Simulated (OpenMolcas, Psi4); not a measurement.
SnO (tin(ii) oxide): a line through the functionals

SnO: 2 atoms, total charge 0, spin state singlet. SMILES: `[O]=[Sn]`. Geometry: relaxed at PBE0-D4/def2-TZVP.

The dipole moment y, in D, basis def2-TZVPPD with a core potential; a is the functional's share of exact exchange. Programs: OpenMolcas 26.06, Psi4 1.11.

| functional | program | a | y (D) |
| --- | --- | --- | --- |
| revPBE | OpenMolcas | 0 | 3.92 |
| r2SCAN | OpenMolcas | 0 | 4.05 |
| TPSSh | Psi4 | 0.1 | 4.12 |
| B3LYP | Psi4 | 0.2 | 4.36 |
| PBE0 | Psi4 | 0.25 | ? |
| BHLYP | Psi4 | 0.5 | 4.82 |

**Question.** Fit y = c + s·a to the known rows and predict PBE0.

**Answer.** 
1. Means of the 5 rows: a = 0.1600, y = 4.254.
2. Σ(Δa)² = 0.172, Σ(Δa·Δy) = 0.2908, so the slope is 0.2908/0.172 = 1.6907.
3. Intercept: 4.254 − (1.6907) × 0.1600 = 3.983. The largest residual of the fit is 0.067.
4. PBE0: 3.983 + (1.6907) × 0.25 = 4.41 D.

The run gave 4.36 D, so the prediction is off by +0.05 D, within the largest residual. More exact exchange makes the molecule more polar here. The rows mix families of semi-local functionals, which the line can't see.
